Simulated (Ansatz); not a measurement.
System: CH4GeN, charge 0, doublet. CH4GeN (SMILES [N]=[CH][GeH3], doublet).
B3LYP-D3(BJ)/def2-TZVP minimum from Ansatz (a program for electronic structure):
```
Ge
H 1 1.5299
H 1 1.5373 2 111.52
H 1 1.5373 2 111.52 3 -123.12
C 1 2.0075 2 108.31 3 118.44
N 5 1.2287 1 120.62 2 0.00
H 5 1.1028 6 122.20 1 180.00
```
Charge 0, spin multiplicity 2.

Atomisation energy term by term, kcal/mol (programs: Ansatz). Radicals and triplets start from unrestricted determinants; spin-orbit coupling is neglected. Correlated methods leave the cores frozen (noble-gas shells, and filled d and f shells in the p block). No relativity. CBS(X,Y): correlation extrapolated as X^-3, Hartree-Fock from the larger set. A bracket is a step between two methods taken in the basis named. For partners of very few electrons the exact lower level stands in for a higher one. The UHF reference of CH4GeN ([N]=[CH][GeH3], doublet) is spin-contaminated (<S^2> up to 0.17 over the pure value in the sets run).

```csv
term,basis,kcal/mol
Hartree-Fock,cc-pVQZ,365.20
CCSD correlation,"CBS(cc-pVTZ,cc-pVQZ)",148.53
(T),"CBS(cc-pVTZ,cc-pVQZ)",9.94
CCSDT(Q) - CCSD(T),cc-pVDZ,1.18
sum: De,,524.8
```
